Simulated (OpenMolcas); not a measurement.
## Potential curves of BAs: spin-free states

Computed with OpenMolcas 26.06: state-averaged CASSCF(6,7) over As 4p, B 2s 2p, XMS-CASPT2 (IPEA 0.25, imaginary shift 0.2 hartree), scalar X2C, ANO-RCC-VTZP, then RASSI spin–orbit state interaction with atomic mean-field integrals. C2 symmetry about the axis (a holds Σ, Δ, Γ; b holds Π, Φ, H; Σ⁺ and Σ⁻ are not told apart); roots by multiplicity and irrep: 3b 8, 1b 4, 1a 7, 5b 2, 5a 1.

XMS-CASPT2 energies in eV from the lowest point. Curves are followed by energy order within each symmetry, so they are adiabatic and may change character at avoided crossings; Σ⁺ and Σ⁻ are counted together.

```tsv
R (Å)	(1)3Π	(1)1Σ	(1)5Π	(2)1Σ	(2)1Π
1.590	1.376	1.009	5.283	4.760	6.712
1.683	0.518	0.458	3.964	3.787	5.432
1.766	0.136	0.301	3.194	3.094	4.656
1.849	0.000	0.352	2.703	2.659	4.154
1.942	0.050	0.574	2.389	2.406	3.808
2.034	0.230	0.920	2.242	2.345	3.638
2.163	0.586	1.425	2.208	2.423	3.581
2.330	1.113	1.956	2.309	2.658	3.681
```

Task: With masses 74.922 and 11.009 u, fit the curves (1)3Π, (2)1Π near their minima.

Result: At XMS-CASPT2, Te from the lowest curve (the fit fixes ωe to a per cent or two; the method's Re and ωe can be off by some per cent):

| curve | Te (cm⁻¹) | Re (Å) | ωe (cm⁻¹) |
| --- | --- | --- | --- |
| (1)3Π | 0 | 1.869 | 796.8 |
| (2)1Π | 28900 | 2.143 | 472.3 |

The 5 lowest clean curves are shown; the next is (1)5Σ, from 4.60 eV. Left out for impure symmetry, kinks or missing points, though low: (1)1Π, (1)1Δ, (3)1Σ, (2)3Π, (3)3Π, (1)3Φ, (2)1Δ. Only roots inside an energy window near the equilibrium distance were included, so the list of states is not complete; labels number the states computed. Each spin and symmetry block has orbitals of its own, averaged over its own roots, so gaps between blocks are less sure than gaps within one and near the minimum can be off by tenths of an eV, in bad cases by more. No Rydberg orbitals are active, so Rydberg states, and σ→σ* states whose orbital the CASSCF left unused, can be missing between those listed. CASPT2 splits the two components of degenerate states numerically, here by up to 246 cm⁻¹. No roots were computed in block 3a (none fell in the window or the block failed), so states of that kind are missing and can lie low or lowest. Points that failed a check (symmetry, reference weights, a jump) are left out.
